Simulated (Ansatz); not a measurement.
CH$_{3}$ClS$_{2}$W (`[CH3][W](=[S])(=[S])[Cl]`), charge 0, multiplicity 1.

Problem. Give a relaxed structure at PBE0-D4/def2-TZVP (the Gaussian-basis code of Ansatz). (An estimate is asked.)

Solution. Computed: 
Cartesian coordinates in Å:
```
C -0.7143 0.1255 0.8718
W 0.6049 -0.1029 -0.7317
S 0.8583 -2.1934 -0.9060
S -0.4639 0.6384 -2.3970
Cl 2.5195 1.0062 -0.3233
H -0.2299 -0.2741 1.7693
H -1.6611 -0.3949 0.7199
H -0.9136 1.1952 0.9970
```
Point group Cs.
